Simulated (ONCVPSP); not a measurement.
# Plane-wave convergence, ONCV potential for erbium

| Property | Result |
| --- | --- |
| Element | erbium |
| Generator | ONCVPSP 4.0.1 |
| Type | optimised norm-conserving Vanderbilt (ONCV) |
| Functional | PBEsol |
| Relativity | fully relativistic |
| Frozen core | [Kr] |
| Valence charge | 32 |
| Reference configuration | 4d10 4f12 5s2 5p6 6s0.5 (charge +1.5) |
| Partial waves | 5s+6s: rc 1.60 bohr, ncon 4, nbas 7, qcut 6.1 1/bohr, 2 projectors; 5p: rc 1.90 bohr, ncon 5, nbas 8, qcut 7.7 1/bohr, 2 projectors, debl 2.9 Ha; 4d: rc 0.65 bohr, ncon 4, nbas 7, qcut 16.6 1/bohr, 1 projector; 4f: rc 0.95 bohr, ncon 4, nbas 9, qcut 21.1 1/bohr, 1 projector |
| Local potential | polynomial inside 0.60 bohr (lpopt 5, dvloc0 0 Ha) |
| Core correction | polynomial model core, fcfact 0.25 |

Open shells are filled in proportion to 2j + 1.

Problem. For each optimised wave give the share of its norm inside rc, the residual kinetic energy above qcut (Ha) and the cutoffs (Ha) for errors of 10, 1, 0.1 and 0.01 mHa per electron.

Solution.

```csv
wave,norm inside rc,residual KE,10 mHa,1 mHa,0.1 mHa,0.01 mHa
5s,0.813,4.1e-04,13.4,17.1,40.3,51.9
6s,0.050,1.4e-04,10.9,15.5,19.8,43.0
5p j=3/2,0.786,5.4e-06,15.2,21.1,25.2,28.8
p projector 2 j=3/2,0.087,7.4e-06,14.1,21.2,25.6,29.6
5p j=1/2,0.846,6.2e-06,14.6,21.1,25.3,29.2
p projector 2 j=1/2,0.101,1.0e-05,12.9,21.3,25.9,30.4
4d j=5/2,0.648,3.0e-04,107.0,128.0,181.3,370.3
4d j=3/2,0.668,5.0e-04,110.3,131.8,211.6,392.4
4f j=7/2,0.707,9.3e-06,144.6,167.3,186.6,216.1
4f j=5/2,0.720,5.3e-06,144.3,166.3,185.2,205.0
```

The occupied waves need 167 Ha and 212 Ha for 1 and 0.1 mHa. Note: ghosts flagged at negative energy: s at -1009.5 eV, p3/2 at -400.0 eV, p1/2 at -334.0 eV; GHOST(+) flagged for s at 162.4 eV. A true bound ghost makes a file unfit for plane-wave use. Tests left out (the all-electron energies of this program are off by 10 to 40 meV for near-neutral 4f atoms).
